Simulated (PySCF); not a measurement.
The group X on SiH2(OH)-X is varied. Isolated molecules, 0 K electronic values unless said otherwise. One relaxed conformer stands for each flexible species; it need not be the lowest. Strings in code marks are SMILES.

The numbers are results of B3LYP-D3(BJ)/def2-TZVP // PBE0-D4/def2-TZVP in PySCF, not measurements. B3LYP has the VWN-RPA correlation part, as in Gaussian. Excitations are Tamm–Dancoff values on a coarser integration grid. The basis has no diffuse functions, so Rydberg states are missing or too high.

| species | T1 excitation (TDA) (eV) | S1 oscillator strength | HOMO (eV) |
|---|---|---|---|
| X = isopropyl | 6.40 | 0.002 | -7.59 |
| X = bromo (`O[SiH2]Br` (H–O–Si–Br torsion 58°)) | 6.69 | 0.000 | -8.16 |
| X = iodo | 5.40 | 0.014 | -7.45 |
| X = carboxy (`O=C(O)[SiH2]O`) | 4.49 | 0.006 | -7.97 |
| X = methylsulfinyl | 4.24 | 0.005 | -6.78 |
| X = isocyano (`[C-]#[N+][SiH2]O`) | 5.24 | 0.034 | -8.74 |
